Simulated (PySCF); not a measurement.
Excitations are Tamm–Dancoff values on a coarser integration grid. The basis has no diffuse functions, so Rydberg states are missing or too high.

Cartesian coordinates (Å):
```xyz
8

C     -0.8722    -0.1751     0.4124
C      0.3840     0.3066    -0.2365
O      1.2656    -0.6932    -0.3744
S      0.6930     1.8321    -0.7289
H     -1.5872     0.6330     0.5208
H     -0.6362    -0.5972     1.3924
H     -1.3064    -0.9788    -0.1874
H      2.0595    -0.3274    -0.7984
```
Charge 0, spin multiplicity 1.

Q: Give the S1–T1 gap (TDA), dipole moment and HOMO at the level TPSSh-D3(BJ)/def2-TZVP // B3LYP-D3(BJ)/def2-TZVP (PySCF).

A: 
The S1–T1 gap (TDA) is 0.43 eV, the dipole moment is 1.93 D and the HOMO is -6.07 eV.
